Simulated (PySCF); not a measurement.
**Radial density of Pr(56+) (praseodymium, charge +56)**

B3LYP, [He] 2s1, 2S determinant. Calculation: PySCF 2.14, in an uncontracted even-tempered set (21 s from 32 bohr⁻², ratio 2; 9 p from 49 bohr⁻², ratio 2.2; 6 d from 150 bohr⁻², ratio 2.2; 5 f from 220 bohr⁻², ratio 2.2; 5 g from 330 bohr⁻², ratio 2.2; 4 h from 490 bohr⁻², ratio 2.2); scalar relativity by spin-free X2C-1e.

```csv
r (bohr),4πr²ρ (e/bohr),4πr²(ρα − ρβ)
0.0238,53.74,0.8160
0.0401,20.84,1.2003
0.0675,11.77,9.7376
0.113,8.368,8.3442
0.191,0.8323,0.8323
0.321,0.003337,0.0033
```

Densities and radii are taken from the X2C orbitals without a picture-change correction, which distorts them close to the nucleus.
